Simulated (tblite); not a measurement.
Compound: C8H13PS.
Cartesian coordinates in Å at the GFN2-xTB level; atoms count from 1:
```
atom  x, y, z in Å
C1    -0.9375    1.2097    1.1502
C2    -1.2165   -0.0676    0.3607
C3    -2.5499   -0.6717    0.8036
C4    -1.2478    0.2306   -1.1349
P5     0.1092   -1.3498    0.8069
C6     1.5699   -0.6167    0.0100
C7     2.4273    0.3049    0.6735
C8     3.4759    0.6882   -0.0913
S9     3.4671   -0.0744   -1.6348
C10    2.0210   -0.9161   -1.2401
H11   -1.7460    1.9254    1.0087
H12   -0.0099    1.6734    0.8188
H13   -0.8561    0.9913    2.2144
H14   -3.3638    0.0257    0.6105
H15   -2.7534   -1.5950    0.2626
H16   -2.5346   -0.8964    1.8691
H17   -0.3027    0.6535   -1.4702
H18   -1.4443   -0.6745   -1.7076
H19   -2.0379    0.9484   -1.3520
H20   -0.1894   -2.1964   -0.2712
H21    2.2560    0.6518    1.6776
H22    4.2664    1.3713    0.1487
H23    1.5922   -1.5887   -1.9572
```

Calculated harmonic vibrations of the isolated species, GFN2-xTB (tblite), most abundant isotopes, no scaling. This tight-binding method is rough: wavenumbers can miss measured ones by several per cent, in bad cases by 10 to 20. Modes of hydrogen on phosphorus can be 10 to 20 % off. One conformer, not necessarily the lowest.

Harmonic wavenumbers (cm⁻¹): 34.7, 59.8, 76.6, 188.9, 205.3, 221.6, 232.3, 242.3, 259.6, 282.4, 352.7, 384.5, 386.9, 405.0, 444.8, 571.4, 605.5, 615.1, 740.1, 753.4, 809.1, 830.3, 841.0, 853.6, 854.6, 866.3, 891.0, 960.4, 962.4, 965.0, 1024.5, 1030.2, 1076.3, 1092.2, 1160.0, 1193.6, 1228.3, 1237.2, 1335.3, 1403.8, 1404.5, 1424.7, 1435.3, 1485.5, 1488.0, 1489.4, 1500.7, 1501.5, 1507.1, 1525.1, 2235.7, 3004.3, 3006.3, 3008.6, 3012.1, 3014.0, 3017.0, 3020.8, 3022.7, 3028.3, 3120.6, 3151.7, 3161.8.

A = 2145, B = 551.9, C = 541.1 MHz; mass 172.048 u (most abundant isotopes); point group C1, symmetry number 1.

Question: Zero-point energy?

Answer: ½Σν̃ = 40622 cm⁻¹ = 485.95 kJ/mol.

Question: What is S at 200 K and 1 bar for an ideal gas of classical rigid rotors and harmonic oscillators?

Answer: Translation 164.76, rotation 123.03, vibration 97.30: S = 385.1 J/(mol K).

Question: And Cp and H(200 K) − H(0)?

Answer: Cp = 142.65 J/(mol K), of which vibrations give 109.39 (their classical limit is 63 R = 523.8); H(200 K) − H(0) = 17.31 kJ/mol without the zero-point energy, 10.66 from vibrations.

Question: Which modes carry the vibrational entropy at 200 K?

Answer: 34.7 cm⁻¹: 19.87; 59.8 cm⁻¹: 15.39; 76.6 cm⁻¹: 13.37; 188.9 cm⁻¹: 6.38; 205.3 cm⁻¹: 5.79; 221.6 cm⁻¹: 5.27 J/(mol K); the other 57 give 31.23 together.

Question: What must be added to the electronic energy to get the Gibbs energy at 200 K and 1 bar?

Answer: ZPE + [H(200 K) − H(0)] − T·S = 485.95 + 17.31 − 77.02 = 426.24 kJ/mol.

Question: How do the functions run with temperature in this model?

Answer: 
```csv
T (K),S (J/(mol K)),Cp (J/(mol K)),H − H(0) (kJ/mol),G − H(0) (kJ/mol),ln q(vib)
150,348.1,115.7,10.85,-41.37,3.71
250,419.8,169.8,25.12,-79.84,6.90
298.15,452.0,195.9,33.92,-100.83,8.46
400,516.9,247.8,56.57,-150.21,11.78
600,633.4,326.7,114.53,-265.49,18.21
900,781.3,401.6,224.74,-478.43,27.31
```

q(vib) and H(0) count from the zero-point level.

Hindered rotation and anharmonicity are outside this model. Other conformers, if any are populated, would add a mixing term that is left out. The structure is chiral; the term R ln 2 for an equal mix with its mirror image is left out.

On one thread, Arm Neoverse N1 (aarch64) (shared host), this took 2.2 s wall. This covers the Hessian and the dipole derivatives.
